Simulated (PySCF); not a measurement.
# Calculated properties of `C[C@@H]1OC[C@H]1C(F)(F)F`

C5H7F3O.
SMILES with atom numbers: `[CH3:1][C@@H:2]1[O:3][CH2:4][C@H:5]1[C:6]([F:7])([F:8])[F:9]` (hydrogens: H10, H11, H12 on C1; H13 on C2; H14, H15 on C4; H16 on C5)

Structural features include: ether, CF3 group and C–F bond.

GFN2-xTB geometry:

- Point group of the GFN2-xTB geometry: C1
- Rotational constants A, B, C of the GFN2-xTB geometry: 2.691, 1.224, 1.040 GHz

From PBE0/def2-SVPD ground state and vertical TDDFT (core frozen in the response) (PySCF):

* Dipole moment: 1.80 D
* HOMO energy: -7.76 eV
* LUMO energy: 0.63 eV
* HOMO–LUMO gap: 8.39 eV
* Lowest singlet excitation: 7.16 eV (173 nm, f = 0.006)
* Strongest line among the 6 lowest singlet transitions: S4 at 7.90 eV (157 nm, f = 0.025)
* Lowest triplet excitation (Tamm–Dancoff): 6.86 eV
* Static isotropic polarisability: 63.7 au
* Electronic spatial extent ⟨r²⟩ about the centre of nuclear charge: 1154 bohr²

From PBE0/pcSseg-1 ground state and GIAO shieldings, non-relativistic (PySCF):

* Lowest Hirshfeld atomic charge: -0.17 e on O3
* Highest Hirshfeld atomic charge: +0.26 e on C6
* 13C chemical shifts (computed TMS as zero) by class: 135.4 (C6), 79.7 (C2), 67.4 (C4), 48.4 (C5), 25.7 (C1) ppm
* 1H chemical shifts (computed TMS as zero) by class: 5.04 (H13), 4.87 (H15), 4.68 (H14), 2.97 (H16), 1.46 (H10/H11/H12) ppm
* Isotropic shieldings of nuclei other than C and H, by class: 305 (O3), 260 (F7/F8/F9) ppm
* Mayer bond orders between heavy atoms: C1–C2 1.04, C2–O3 0.92, O3–C4 0.94, C4–C5 0.99, C5–C6 0.96, C6–F7 1.00, C6–F8 0.99, C6–F9 0.99, C5–C2 0.93

Monoisotopic mass from the formula: 140.0449 u.

The dipole equals about 6.0 × 10⁻³⁰ C·m (1 D = 3.33564 × 10⁻³⁰ C·m). No computed singlet falls in the visible range (750 to 380 nm, 1.65 to 3.26 eV); S1 lies 3.90 eV above its blue end. A dipole of 1.80 D is allowed in C1, and pure rotational transitions are dipole-allowed. The rotational constants make it an asymmetric top with κ = (2B − A − C)/(A − C) = -0.78, nearer the prolate limit (−1). With B = h/(8π²I), that is 505.379 GHz u Å² over I, the principal moments of inertia are 187.8, 413.0 and 485.7 u Å² (most abundant isotopes). The polarisability is 9.44 Å³ as a volume (1 au = 0.148185 Å³), or 0.88 au for each of the 72 electrons. S1 lies 1.23 eV below the HOMO–LUMO gap; its leading configuration is HOMO→LUMO, weight 0.66. The 6 singlets span 7.16 to 8.80 eV, and their oscillator strengths add up to 0.08.

Geometry: GFN2-xTB; no solvent or vibrations. NMR classes are plain means over equivalent atoms (diastereotopic ones count apart unless rotation or inversion swaps them), as if these changed places fast; in this geometry the members of some classes differ.

Conformer computed: `[CH3:1][C@@H:2]1[O:3][CH2:4][C@H:5]1[C:6]([F:7])([F:8])[F:9]`: C4–C5–C6–F7 48°.
